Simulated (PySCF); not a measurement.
H₅NOSn, SMILES [NH2][SnH2][OH]. Atoms are numbered in the order given.

```xyz
8

Sn     0.2927    -0.0250     0.0000
N     -0.7352     1.7296     0.0000
O     -1.0720    -1.4924     0.0000
H      1.2139    -0.0980     1.4456
H      1.2139    -0.0980    -1.4456
H     -1.3365     1.8243    -0.8194
H     -1.3365     1.8243     0.8194
H     -0.6674    -2.3709     0.0000
```

The structure is a stationary point at r2SCAN-D4/def2-SVP. The geometry has at least one imaginary mode, so it is a saddle point at that level. The def2 effective core potentials stand for the cores of Sn; spin–orbit coupling is left out. Other conformers were not sampled.

These are PySCF with ωB97X/def2-TZVPD values and carry that method's errors.

Mulliken values depend strongly on the basis, most of all with diffuse functions as here. ESP charges are fitted to the potential on shells at 1.4 to 2.0 van der Waals radii. Atomic charges (e):

| atom | ESP fit | Mulliken |
|---|---|---|
| Sn1 | 0.84 | 0.84 |
| N2 | (withheld) | -0.67 |
| O3 | (withheld) | -0.68 |
| H4 | (withheld) | -0.09 |
| H5 | (withheld) | -0.09 |
| H6 | 0.37 | 0.21 |
| H7 | 0.37 | 0.21 |
| H8 | 0.37 | 0.27 |

Question: Fill in the missing entries. (An estimate is asked for; the answer gives what the named calculation found.)

Answer: 
- N2, ESP fit: -0.97
- O3, ESP fit: -0.73
- H4, ESP fit: -0.12
- H5, ESP fit: -0.12
